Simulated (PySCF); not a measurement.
Species: C6H12O2.
Cartesian coordinates in Å at the GFN2-xTB level; atoms count from 1:
```xyz
20
C6H12O2 angstrom
C     -1.6176    0.7128    0.6253
C     -1.0147    0.4702   -0.7592
C     -2.0555   -0.0799   -1.7284
O      0.0433   -0.4796   -0.7183
C      1.2663   -0.0107   -0.2500
C      2.4151   -1.0142   -0.4089
O      2.7516   -0.8951    0.9738
C      1.5855   -0.1202    1.2566
H     -2.4665    1.3863    0.5461
H     -1.9537   -0.2303    1.0490
H     -0.8835    1.1557    1.2937
H     -0.6182    1.4236   -1.1493
H     -2.8809    0.6188   -1.8286
H     -2.4309   -1.0307   -1.3610
H     -1.6040   -0.2407   -2.7033
H      1.4879    0.9845   -0.6606
H      2.0608   -2.0181   -0.6583
H      3.2394   -0.7291   -1.0645
H      1.8229    0.8073    1.7828
H      0.8476   -0.6999    1.8180
```

The closed-shell SCF was solved with PySCF and density fitting under several settings on one GFN2-xTB geometry (grid level 2 and gas phase unless stated).

```tsv
settings	basis functions	SCF cycles	E (Eh)	HOMO (eV)	LUMO (eV)	dipole (D)
PBE0/pcSseg-1, energy threshold 1e-08 Eh, fitting basis def2-universal-jkfit	196	9	-385.7685	-7.13	1.22	2.67
CAM-B3LYP/MINI, fitting basis def2-universal-jkfit, start guess atom	52	9	-383.0195	-9.25	3.56	2.43
```

Q: Estimate the rows for these settings: (1) LC-wPBE/IGLO-II, fitting basis def2-universal-jkfit; (2) PBE0/6-31++G**, damping 0.3 at the start, DIIS from the seventh cycle, start guess vsap.

A: 
```json
{"settings": "LC-wPBE/IGLO-II, fitting basis def2-universal-jkfit", "basis functions": "248", "SCF cycles": "10", "E (Eh)": "-386.1339", "HOMO (eV)": "-9.91", "LUMO (eV)": "3.40", "dipole (D)": "2.69"}
{"settings": "PBE0/6-31++G**, damping 0.3 at the start, DIIS from the seventh cycle, start guess vsap", "basis functions": "216", "SCF cycles": "22", "E (Eh)": "-385.8369", "HOMO (eV)": "-7.20", "LUMO (eV)": "-0.09", "dipole (D)": "2.73"}
```

Q: Over all rows, what range does the HOMO–LUMO gap span?

A: From 7.11 eV (PBE0/6-31++G**, damping 0.3 at the start, DIIS from the seventh cycle, start guess vsap) to 13.31 eV (LC-wPBE/IGLO-II, fitting basis def2-universal-jkfit). The functional of the narrowest has 25 % exact exchange, that of the widest range-separated exact exchange.

Q: And the dipole moment?

A: From 2.43 D (CAM-B3LYP/MINI, fitting basis def2-universal-jkfit, start guess atom) to 2.73 D (PBE0/6-31++G**, damping 0.3 at the start, DIIS from the seventh cycle, start guess vsap); the largest is 1.12 times the smallest, and the median is 2.68 D.

Q: Compare two rows with the functional PBE0: PBE0/pcSseg-1, energy threshold 1e-08 Eh, fitting basis def2-universal-jkfit and PBE0/6-31++G**, damping 0.3 at the start, DIIS from the seventh cycle, start guess vsap. Which energy is lower, and by how much?

A: PBE0/6-31++G**, damping 0.3 at the start, DIIS from the seventh cycle, start guess vsap (216 functions) lies 0.0684 Eh or 43 kcal/mol below PBE0/pcSseg-1, energy threshold 1e-08 Eh, fitting basis def2-universal-jkfit (196 functions).

Whole jobs, the steps after the SCF included, on Arm Neoverse V1, one thread, on a shared host:

```json
{"settings": "PBE0/pcSseg-1, energy threshold 1e-08 Eh, fitting basis def2-universal-jkfit", "work after the SCF": "shieldings, ring-centre shieldings, charges and field gradients", "wall time": "28 s", "peak memory": "0.89 GiB"}
{"settings": "CAM-B3LYP/MINI, fitting basis def2-universal-jkfit, start guess atom", "work after the SCF": "shieldings, ring-centre shieldings, charges and field gradients", "wall time": "9.3 s", "peak memory": "0.49 GiB"}
{"settings": "LC-wPBE/IGLO-II, fitting basis def2-universal-jkfit", "work after the SCF": "shieldings, ring-centre shieldings, charges and field gradients", "wall time": "62 s", "peak memory": "1.1 GiB"}
{"settings": "PBE0/6-31++G**, damping 0.3 at the start, DIIS from the seventh cycle, start guess vsap", "work after the SCF": "shieldings, ring-centre shieldings", "wall time": "55 s", "peak memory": "0.82 GiB"}
```

All basis functions are spherical, in the Pople sets too.

One conformer stands for the species.
